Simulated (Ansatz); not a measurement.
C2H6FSc, SMILES `[CH3][Sc]([CH3])[F]` at its PBE0-D4/def2-TZVP geometry, where that method's forces vanish. The species carries charge 0 and has multiplicity 1.

```tsv
atom	x (Å)	y (Å)	z (Å)
C1	-0.149	-0.763	-1.724
Sc2	-0.807	0.225	0.108
C3	0.690	0.641	1.641
F4	-2.588	0.619	0.387
H5	-0.645	-1.731	-1.880
H6	0.932	-0.955	-1.709
H7	-0.358	-0.169	-2.624
H8	0.648	1.670	2.021
H9	1.707	0.474	1.262
H10	0.569	-0.010	2.518
```

For each bond, give half the difference of the two atoms' forces along it (eV/Å; positive pushes the atoms apart) under PBE-D4, r2SCAN-D4, B3LYP-D4, ωB97M-V in def2-TZVPP. (Best estimate.)

Ansatz gave: 
```json
{"bond": "C1–Sc2", "length (Å)": "2.183", "PBE-D4": "-0.10", "r2SCAN-D4": "-0.01", "B3LYP-D4": "0.07", "ωB97M-V": "0.05"}
{"bond": "C1–H5", "length (Å)": "1.098", "PBE-D4": "0.13", "r2SCAN-D4": "-0.01", "B3LYP-D4": "-0.05", "ωB97M-V": "-0.07"}
{"bond": "C1–H6", "length (Å)": "1.098", "PBE-D4": "0.12", "r2SCAN-D4": "-0.02", "B3LYP-D4": "-0.06", "ωB97M-V": "-0.06"}
{"bond": "C1–H7", "length (Å)": "1.098", "PBE-D4": "0.13", "r2SCAN-D4": "-0.01", "B3LYP-D4": "-0.05", "ωB97M-V": "-0.07"}
{"bond": "Sc2–C3", "length (Å)": "2.183", "PBE-D4": "-0.10", "r2SCAN-D4": "-0.01", "B3LYP-D4": "0.06", "ωB97M-V": "0.05"}
{"bond": "Sc2–F4", "length (Å)": "1.845", "PBE-D4": "0.21", "r2SCAN-D4": "0.12", "B3LYP-D4": "0.19", "ωB97M-V": "0.11"}
{"bond": "C3–H8", "length (Å)": "1.098", "PBE-D4": "0.12", "r2SCAN-D4": "-0.01", "B3LYP-D4": "-0.06", "ωB97M-V": "-0.07"}
{"bond": "C3–H9", "length (Å)": "1.098", "PBE-D4": "0.12", "r2SCAN-D4": "-0.02", "B3LYP-D4": "-0.06", "ωB97M-V": "-0.06"}
{"bond": "C3–H10", "length (Å)": "1.099", "PBE-D4": "0.13", "r2SCAN-D4": "-0.01", "B3LYP-D4": "-0.05", "ωB97M-V": "-0.07"}
```

B3LYP here is the variant with VWN-RPA as its local correlation; programs differ in this.
